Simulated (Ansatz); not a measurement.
Cs3H3⁻, relaxed as a doublet with UKS r2SCAN-D4/def2-TZVPD in Ansatz, starting from the GFN1-xTB geometry. Force threshold 0.02 eV/Å.

In the def2 sets Cs takes a core potential; there is no spin–orbit coupling. The charge -1 doublet is spin-contaminated (final ⟨S²⟩ up to 1.11, 0.75 for a pure state). The highest occupied level of the charge -1 doublet lies above zero (up to 0.18 eV). The electron is either unbound and held by the finite basis, or the level is raised by self-interaction error. In the doublet, H4 and H6 lie 0.76 Å apart (atoms count from 1), so H2 has formed as a molecule. Another isomer (doublet) lies 0.07 eV lower at PBE0-D4/def2-TZVPD; other spin states weren't run for this one.

Start:

Cartesian coordinates in Å:
```
Cs -0.634 0.011 -0.569
Cs 1.267 2.253 2.320
Cs -3.390 -3.214 -1.535
H 0.792 1.699 1.334
H 1.917 -1.653 -1.523
H 0.048 0.904 -0.027
```

Estimate the energy that the relaxation releases and the steps that it takes.

463.9 kcal/mol, in 36 steps; 4.2 min on 4 threads of Arm Neoverse V2 on a shared host. The force fell under the threshold at step 34, but the optimiser went on. No frequencies were taken in this run, so the end may be a saddle point.

Does the start keep its bonding?

Bonds lost: Cs1–H4, Cs2–H4, Cs2–H6 (atoms count from 1). Bonds formed: Cs2–H5 (atoms count from 1).

Predict the relaxed structure.


Cartesian coordinates in Å:
```
Cs -0.4898 -1.3478 -0.2387
Cs 3.6201 1.5383 2.0712
Cs -4.4656 -4.3071 -2.5021
H -0.3681 2.2277 -0.2732
H 1.5393 0.0948 0.8986
H 0.1640 1.7940 0.0442
```
Bond lengths (bridged metal pairs left out): 1 × Cs–Cs 5.45 Å; 3 × Cs–H 2.74 to 3.22 Å.
